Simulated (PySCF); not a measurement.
Work out the structure from these simulated measurements.

Formula: CH11O2PSi3.

| Property | Result |
| --- | --- |
| Rotational structure | rotational constants A, B, C: 1.413, 0.834, 0.601 GHz [GFN2-xTB] |
| UV, first state | lowest singlet excitation: 6.06 eV (205 nm, f = 0.007) [TDDFT B3LYP/def2-SVPD] |
| NMR, other nuclei | isotropic shieldings of nuclei other than C and H, by class: 270 (1 O), 273 (1 O), 370 (1 Si), 374 (1 Si), 395 (1 Si), 601 (1 P) ppm [GIAO PBE0/pcSseg-1] |
| Polarisability | 119.3 au [B3LYP/def2-SVPD] |
| Dipole | 1.02 D [B3LYP/def2-SVPD] |
| UV, strongest line | among the 8 lowest singlet transitions: S4 at 6.90 eV (180 nm, f = 0.104) [TDDFT B3LYP/def2-SVPD] |
| 13C NMR | chemical shifts (computed TMS as zero) by class: 1.7 (1 C) ppm [GIAO PBE0/pcSseg-1] |
| Triplet | lowest triplet excitation (Tamm–Dancoff): 5.45 eV [TDA B3LYP/def2-SVPD] |
| 1H NMR | chemical shifts (computed TMS as zero) by class: 5.82 (2 H), 5.30 (2 H), 4.93 (2 H), 1.44 (2 H), 0.66 (3 H) ppm [GIAO PBE0/pcSseg-1] |

The electronic properties come from PySCF, for the isolated species, density fitting. Levels stand in brackets. The structure is a single GFN2-xTB conformer in the gas phase; no vibrational or solvent corrections. GFN2-xTB frequencies show an imaginary mode (35i cm⁻¹), so this geometry is no minimum at that level. Each NMR value is the plain mean over a class of atoms that symmetry, rotation or inversion makes alike.

Problem. What is the compound? Reason from the data.

Solution. Numbering: `[CH3:1][SiH2:2][O:3][SiH2:4][O:5][SiH2:6][PH2:7]`. The one carbon: Si-methyl carbon [C1] (1.7 ppm). Hydrogen classes from least to most shielded: 2 H on an oxygen-bound silicon, Si6 (5.82 ppm), 2 H on an oxygen-bound silicon, Si2 (5.30 ppm), 2 H on an oxygen-bound silicon, Si4 (4.93 ppm), 2 H on a three-coordinate phosphorus, P7 (1.44 ppm), 3 H on an Si-methyl carbon, C1 (0.66 ppm, a mean of values up to 1.4 ppm apart in this geometry). The other shieldings belong to: 270 ppm, siloxane oxygen [O5]; 273 ppm, siloxane oxygen [O3]; 370 ppm, oxygen-bound silicon [Si2]; 374 ppm, oxygen-bound silicon [Si6]; 395 ppm, oxygen-bound silicon [Si4]; 601 ppm, three-coordinate phosphorus [P7]. The optimised geometry has point group C1 and is an asymmetric top. Structure: `C[SiH2]O[SiH2]O[SiH2]P`. Computed isomers that give other values at the same levels: `C[Si@H](P)O[SiH2]O[SiH3]` (1H chemical shifts (computed TMS as zero) by class: 6.11 (1 H), 5.21 (3 H), 4.94 (1 H), 4.89 (1 H), 1.12 (2 H), 0.55 (3 H) ppm); `C[Si@@H](P)[Si@@H](O)O[SiH3]` (13C chemical shifts (computed TMS as zero) by class: -5.2 (1 C) ppm); `CO[Si@@H]([SiH2]O)[SiH2]P` (13C chemical shifts (computed TMS as zero) by class: 56.1 (1 C) ppm). The assignments are read from this structure; whether some other isomer fits the data as well wasn't checked.
